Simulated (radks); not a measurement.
Values are calculated unless marked as measured or tabulated.
Coulomb parameter of the 4f shell of the neodymium ion Nd3+ in the model configuration [Xe] 4f1.5 6p1.5, as a second difference U = [E(n + 0.5) + E(n - 0.5) - 2 E(n)] / (0.5)^2 with all orbitals relaxed. "Bare": the charge of the atom changes with n. "Screened": the 6p shell takes up the change at fixed total charge, which measures U(4f,4f) + U(6p,6p) - 2 U(4f,6p). Code: a radial shooting solver on a logarithmic mesh with Libxc functionals. Model: scalar-relativistic Kohn-Sham, r2SCAN, spin-unpolarised, spherical densities, finite nucleus; meta-GGA in the generalised Kohn-Sham scheme; Fermi nuclear charge, rms radius 4.9123 fm.

start: configuration [Xe] 4f1.5 6p1.5; E - E(n) (eV) 0.000
bare +0.5: configuration [Xe] 4f2 6p1.5; E - E(n) (eV) -21.199
bare -0.5: configuration [Xe] 4f1 6p1.5; E - E(n) (eV) 26.148
screened +0.5: configuration [Xe] 4f2 6p1; E - E(n) (eV) -12.500
screened -0.5: configuration [Xe] 4f1 6p2; E - E(n) (eV) 14.938

U(bare) = 19.796 eV, U(screened by 6p) = 9.750 eV, against the Slater integral F0(4f,4f) = 28.503 eV with frozen orbitals.
